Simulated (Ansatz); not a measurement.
Consider the atomization: `F[SiH](Cl)[NH][GeH2][Cl]` → 2 Cl• + F• + Ge• + 4 H• + N• + Si•.

Computed with Ansatz on PBE0-D4/def2-TZVP structures; ΔE is electronic, products minus reactants. CCSD(T)/CBS adds triple-zeta CCSD(T) − MP2 to the extrapolated MP2 energy (def2 sets, frozen cores). This one scheme is used for every species, atoms too. Functionals use def2-TZVPP. Open shells (•) are unrestricted, without spin–orbit coupling. Spin–orbit coupling would lower the free atoms: a little for Cl, F, Si; clearly for Ge. Bonds to Ge are less sure, by a few kJ/mol each and by 10 to 20 or more in all where they break to atoms, as the def2 sets lack core-valence functions. Scalar relativity is left out up to krypton. One conformer a species, not always the lowest.

Task: What is ΔE at CCSD(T)/CBS? (Best estimate.)

Result: The calculation gave: +3359.2 kJ/mol.

Task: What do these levels give: PBE-D4, PBE0-D4, ωB97X-V, ωB97M-V, PBE, HF/def2-TZVPP, MP2/def2-TZVPP, SCS-MP2/def2-TZVPP, MP2/def2-QZVPP, SCS-MP2/def2-QZVPP, HF/CBS(def2), CCSD/CBS(def2)? (An estimate is asked.)

Result: Ansatz gave: PBE-D4 3360.5, PBE0-D4 3310.3, ωB97X-V 3370.5, ωB97M-V 3349.4, PBE 3328.0, HF/def2-TZVPP 2398.0, MP2/def2-TZVPP 3335.8, SCS-MP2/def2-TZVPP 3306.1, MP2/def2-QZVPP 3398.8, SCS-MP2/def2-QZVPP 3377.4, HF/CBS(def2) 2407.2, CCSD/CBS(def2) 3302.4 kJ/mol.

Largest T1 diagnostic among the species: 0.012.

In def2-TZVPP, CCSD(T) changes the Hartree–Fock value by +856.3 kJ/mol (the triples alone add +56.8 kJ/mol) and MP2 by +937.8 kJ/mol; breaking electron pairs costs correlation energy, which Hartree–Fock lacks. From PBE to PBE0 (25 % exact exchange), in def2-TZVPP and without D4, ΔE moves by −45.7 kJ/mol: exact exchange takes away binding that semilocal exchange gives to molecules.

For atomizations the MP2-based limit and the directly extrapolated one differ by several kJ/mol either way, and by 10 to 25 for some Ge, Se and Sn compounds, so smaller differences from it don't rank the levels.
